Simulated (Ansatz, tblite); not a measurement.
Compound nanocrystal family: gap (eV) at several levels, gas phase, relaxed structures; Ansatz, xTB through tblite. Core potentials for In, Sb in the def2 sets, no spin–orbit coupling. Levels of anions in sets without diffuse functions are rough. A dash marks a value that wasn't run or was left out as unsound. The structures are stationary points that may keep the symmetry of their start.

```csv
species,state,geometry,GFN1-xTB,GFN2-xTB,PBE-D4/def2-SVP,PBE-D4/def2-TZVP,PBE0-D4/def2-SVP,PBE0-D4/def2-TZVP
"Zn3H12Se3, cut from wurtzite",singlet,B3LYP-D4/def2-SVP,5.43,2.95,4.34,4.24,6.45,6.22
"B4N4H14, cut from wurtzite",singlet,PBE0-D4/def2-SVP,7.17,9.65,5.96,5.45,8.26,7.56
"In7Sb7H20, cut from zinc blende",singlet,PBE-D4/def2-SVP,2.10,2.20,2.88,2.86,4.44,4.41
"Ga5N4H16⁻, cut from zinc blende, disc",singlet,r2SCAN-D4/def2-SVP,5.74,6.15,4.82,4.55,6.86,6.54
"In5As6H18⁺, cut from wurtzite",singlet,r2SCAN-D4/def2-SVP,3.25,3.11,3.71,3.70,5.42,5.39
"In7Sb8H24⁺, cut from zinc blende, disc",singlet,PBE-D4/def2-SVP,2.16,2.34,2.97,2.94,4.47,4.44
"Al10As10H30, cut from zinc blende",singlet,r2SCAN-D4/def2-SVP,3.60,2.74,3.87,3.82,5.57,5.51
"Al14N14H34, cut from wurtzite",singlet,PBE-D4/def2-SVP,4.15,4.82,5.19,–,7.28,–
```
